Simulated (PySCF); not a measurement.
**Computed properties of C₄H₅NO, SMILES Nc1occc1**

C4H5NO, SMILES Nc1ccco1. The structure is a stationary point at B3LYP-D3(BJ)/def2-SVP. One conformer was computed; it need not be the lowest. All values are computed for the isolated molecule unless a solvent is named; none is compared with measurement here.

**Structure.** All 27 harmonic modes at B3LYP-D3(BJ)/def2-SVP (PySCF) are real, so it is a minimum. With heavy atoms numbered as in [NH2:1][c:2]1[cH:3][cH:4][cH:5][o:6]1, the shortest bond between them is C2–O6 at 1.352 Å and the longest C3–C4 at 1.440 Å.

**Vibrations.** The strongest infrared lines (harmonic, unscaled, degenerate partners summed) lie at 1679 cm⁻¹ (267 km/mol, C 74 %, H 14 %, N 12 %), 600 cm⁻¹ (213 km/mol, H 62 %, N 19 %, C 10 %, O 9 %), 672 cm⁻¹ (67 km/mol, H 64 %, C 30 %). The softest mode is at 191 cm⁻¹ and the zero-point energy is 54.3 kcal/mol.

**Electronic structure.** PBE0/def2-TZVP (PySCF) places the frontier levels at -5.50 and 0.77 eV, a gap of 6.27 eV, and gives a dipole moment of 1.68 D and a mean polarisability of 55.2 bohr³. PBE/def2-TZVP (PySCF) at the same geometry gives -4.46 and -0.16 eV, so its gap is 1.97 eV narrower. An orbital gap is neither the optical nor the fundamental gap.

**Excitations.** TDA-B3LYP/def2-SVPD (PySCF) has S1 at 4.80 eV (259 nm, f = 0.007, weak); the most intense of the 10 singlets computed lies at 5.83 eV (f = 0.24). T1 (TDA) is at 3.76 eV, 1.04 eV under S1. TDA-PBE/def2-SVPD (PySCF) puts S1 at 4.50 eV. No vertical singlet excitation falls in the visible range (under 3.1 eV).

**NMR.** GIAO shifts at HF/pcSseg-1 (PySCF) (non-relativistic, atoms alike by connectivity averaged): ¹³C from 85.8 to 168.8 ppm against TMS; ¹H from 3.6 to 7.3 ppm against TMS.

**Solvation.** SMD-ωB97X/6-31G* (PySCF) gives -4.9 kcal/mol in water, -5.9 kcal/mol in chloroform, -6.5 kcal/mol in chlorobenzene (1 M in both phases, gas-phase geometry); of these solvents chlorobenzene holds the molecule best.
